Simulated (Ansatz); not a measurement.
HO₃S, charge +1, singlet, at a GFN2-xTB geometry; PBE/3-21G (Ansatz, a first-principles code).

The Ansatz input:
Ansatz 0.2 input:
```yaml
crystal:
  periodic: [false, false, false]
  atoms:
    - {symbol: O, position_ang: [-0.61319824, 1.18992875, -0.52105989]}
    - {symbol: S, position_ang: [-0.12090200, -0.00478382, -0.00062349]}
    - {symbol: O, position_ang: [-0.79725414, -1.12276981, 0.46133612]}
    - {symbol: O, position_ang: [1.39317081, -0.12325721, 0.08327097]}
    - {symbol: H, position_ang: [2.07268455, 0.52532719, -0.17840183]}
basis:
  gaussian:
    orbitals: 3-21G.json
hamiltonian:
  xc: pbe
total_charge: 1
```
The basis file holds 3-21G in the JSON format of the Basis Set Exchange.

What the program printed (banner, timings and long lists left out):

```
Functional definition: PBE
495 factors; their error is unknown
mean field evaluation 1: about -16859.1171 eV, gradient 1.0e2 eV
mean field evaluation 2: about -16824.1434 eV, gradient 1.6e2 eV
mean field evaluation 4: about -16876.1686 eV, gradient 1.5e1 eV
mean field evaluation 8: about -16876.5968 eV, gradient 2.1e-1 eV
mean field evaluation 16: about -16876.5532 eV, gradient 4.1e-5 eV
a density is far from that of the atoms, so the factors are made again for it
467 factors; integrals over basis functions are off by at most 3.6e-5 eV
mean field -16876.55238440 eV, -620.2018607886 hartree, gradient 9.4e-6 eV, S^2 0.000000; 0 other end points of the search recorded, 0 dependent functions left out
reference -16876.55240057 eV, -620.2018613830 hartree; 20, 20 occupied and 22, 22 virtual orbitals, 467 factors
Total energy: -16876.55240057 eV, -620.2018613830 hartree
```
